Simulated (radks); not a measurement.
Problem. Valence configurations of neutral sulfur (all share [Ne]). Calculated with a radial shooting solver on a logarithmic mesh with Libxc functionals: non-relativistic Kohn-Sham, SCAN, spin-unpolarised, spherical densities, point nucleus; meta-GGA in the generalised Kohn-Sham scheme. Order these by energy: 3s2 3p4; 3s1.5 3p4.5; 3p6; 3s0.5 3p5.5; 3s1 3p5.

Solution. From the lowest, in eV above it: 3s2 3p4 0.000; 3s1.5 3p4.5 5.321; 3s1 3p5 10.707; 3s0.5 3p5.5 16.065; 3p6 21.479. NIST lists [Ne] 3s2 3p4 as the ground configuration; this level of theory agrees among the configurations tried. The energies are those of spherical spin-averaged densities, not of single terms.
